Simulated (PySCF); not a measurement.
## Simulated absorption spectrum

Compound: C₄H₁₀ClFSi.
Atom-mapped SMILES: `[CH3:1][C@:2]([SiH3:3])([Cl:4])[CH2:5][CH2:6][F:7]` (hydrogens: H8, H9, H10 on C1; H11, H12, H13 on Si3; H14, H15 on C5; H16, H17 on C6)

Level of theory: PySCF, TDDFT wB97X-D/def2-SVPD, vertical, gas phase, core orbitals frozen in the response. Geometry: GFN2-xTB, one conformer, isolated molecule. Torsions of this conformer, `[CH3:1][C@:2]([SiH3:3])([Cl:4])[CH2:5][CH2:6][F:7]`: C1–C2–C5–C6 -178°, C2–C5–C6–F7 72°.

Broadening: Gaussians 0.5 eV wide at half height, area fixed by f = 4.319×10⁻⁹ ∫ε dν̃. The width is an assumption, not a result. The curve ends short of the highest state used, and states not computed would add to its high-energy end.

```tsv
E (eV)	ε (L mol⁻¹ cm⁻¹)
6.12	1
6.19	4
6.26	11
6.33	27
6.40	58
6.47	114
6.54	200
6.61	315
6.68	446
6.75	567
6.82	647
6.89	666
6.97	609
7.04	512
7.11	401
7.18	302
7.25	228
7.32	177
7.39	145
7.46	124
7.53	113
7.60	115
7.67	136
7.74	188
7.81	304
7.88	555
7.95	1072
8.02	2049
8.09	3695
8.17	6538
```

Task: Locate the maxima and give the states behind the curve.

Result: 180 nm (6.87 eV), ε about 670, made up of S1 (99%) (ε in L mol⁻¹ cm⁻¹; maxima over ε = 5, shares over 10%). At its high-energy end, 8.17 eV, the curve is still rising (ε about 6500, from S4). The states used: S1 6.87 eV (f 0.012); S2 7.35 eV (f 0.0020); S3 7.90 eV (f 0.0028); S4 8.45 eV (f 0.253); S5 8.54 eV (f 0.043); S6 8.62 eV (f 0.024); S7 8.72 eV (f 0.039); S8 8.77 eV (f 0.0087).

Task: On this curve, what absorbance would a 10⁻⁵ mol/L sample give at 193 nm over a 1 cm path?

Result: 193 nm is 6.424 eV, where ε is about 74 L mol⁻¹ cm⁻¹, so A = ε c l ≈ 0.00074 (Beer–Lambert, with the gas-phase spectrum and the assumed width).

Task: What would ε be at 6.87 eV, the highest of these maxima, with half the width (0.25 eV)?

Result: About 1320 L mol⁻¹ cm⁻¹ against 668, a factor of about 1.97; a lone state at its own centre would give exactly 2.

Task: Coming from long wavelengths, where does ε first pass 100 L mol⁻¹ cm⁻¹?

Result: At about 192 nm (6.46 eV), 0.41 eV below S1.

Without π bonds the low states are Rydberg-like; a valence basis with one diffuse set may place them up to an eV too high.
